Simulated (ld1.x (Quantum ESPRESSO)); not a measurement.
## Pb (Z = 82), TM semilocal: configuration errors across variants

Pb (Z = 82), norm-conserving Troullier–Martins (semilocal form), made with ld1.x (Quantum ESPRESSO) 7.5 (PBE, scalar-relativistic). Core [Xe] 4f14, reference 5d10 6s2 6p2. Waves: 6p (bound): rc 2.70 bohr; 5d (bound): rc 1.90 bohr; 6s (bound): rc 1.60 bohr. Local part: the s channel. Core correction: a·sin(br)/r model core, default radius (core density twice the valence density).

All-electron excitation energies from the reference (eV): (1) 5d10 6s2 6p1 6.575; (2) 5d10 6s2 6p0 20.020; (3) 5d10 6s1 6p0 52.430; (4) 5d10 6s0 6p4 17.835; (5) 5d10 6s1 6p3 8.736; (6) 5d9 6s2 6p3 19.325; (7) 5d10 6s2 6p1.5 2.492.

A semilocal file is local in each channel, so a ghost entry of none says nothing of the separable form that plane-wave codes build from it.

The default core radius of the base comes out at 0.89 bohr.

3 further variants failed, have other tests or another functional or relativity, and are left out.

Errors AE − PS in meV (a dash: test not solved or not reliable):

```tsv
change	(1)	(2)	(3)	(4)	(5)	(6)	(7)	bound ghosts
base	-3.5	-19	-36	-15	-4.0	-96	-1.0	none
all radii but the core radius scaled by about 1.40 (s 2.24, p 3.78, d 2.66 bohr)	-4.3	-56	-172	+56	+12	+64	-0.7	none
wave 5d (bound): rc 1.90 bohr becomes 5d (bound): rc 2.34 bohr	-3.5	-19	-42	-20	-5.1	-71	-1.0	none
wave 6p (bound): rc 2.70 bohr becomes 6p (bound): rc 4.18 bohr	-5.7	-77	-187	+97	+22	+39	-0.6	none
```

(1) Give the same row for: core correction a·sin(br)/r model core inside 1.36 bohr.

Answers

(1) -3.5, -18, -35, -13, -3.7, -92, -1.0; bound ghosts: none.
